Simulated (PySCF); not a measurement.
CdCl2, charge -1, multiplicity 2. Atoms are numbered in the order given.

```xyz
3

Cd     0.0000     0.0000     0.5166
Cl     0.0000     2.2376    -0.7293
Cl     0.0000    -2.2376    -0.7293
```
Charge -1, spin multiplicity 2.

Coordinates come from a B3LYP-D3(BJ)/def2-SVPD optimisation. The multiplicity is an assumed one; other spin states were not compared. The isomer is the one that the SMILES or the coordinates give; other isomers of the formula were not compared. The def2 effective core potentials stand for the cores of Cd; spin–orbit coupling is left out.

Calculation: PBE/def2-TZVPD in PySCF.

Isolated molecule, no solvent.

Problem. Estimate the frontier levels, dipole moment and polarisability. (An estimate is asked for; the answer gives what the named calculation found.)

Solution. 
```json
{
  "α spin, highest occupied and lowest empty level": "-0.15 and 2.79 eV",
  "β spin, highest occupied and lowest empty level": "-2.19 and 0.56 eV",
  "dipole_moment_about_the_centre_of_nuclear_charge": "0.609 e·Å",
  "mean_static_polarisability": "101.7 bohr³ (15.07 Å³)",
  "polarisability_principal_values": "76.7, 94.2, 134.2 bohr³",
  "⟨S²⟩": "0.752 (pure state 0.75)"
}
```
